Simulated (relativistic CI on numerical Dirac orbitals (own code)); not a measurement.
**Crystal-field levels of Ru+, 4d7**

Calculated by Dirac-Coulomb-Breit CI, separate exchange-only KLI orbitals for each configuration, model QED (radiative potential, 1s self-energy scaled to tabulated hydrogen-like ionisation energies), valence Slater integrals scaled by 0.65, one configuration in a parametric crystal field (own radial code).

Field parameters in Wybourne normalisation: Oh B⁴₀ = 21Dq, B⁴₄ = √(5/14) B⁴₀. The field is a parameter set, without covalency.

S is read from ⟨S²⟩ = S(S + 1).

Levels (cm⁻¹, degeneracy): 0 (4), 867 (2), 1462 (4), 2443 (2), 2876 (4), 9586 (4), 10462 (4), 10557 (2), 10672 (2), 11832 (4), 11999 (2), 12640 (4).

Which field gives this pattern?
A. Oh, 10Dq = 11000 cm⁻¹
B. Oh, 10Dq = 8100 cm⁻¹
C. Oh, 10Dq = 14800 cm⁻¹

A. Oh, 10Dq = 11000 cm⁻¹, ground level with S = 0.80.
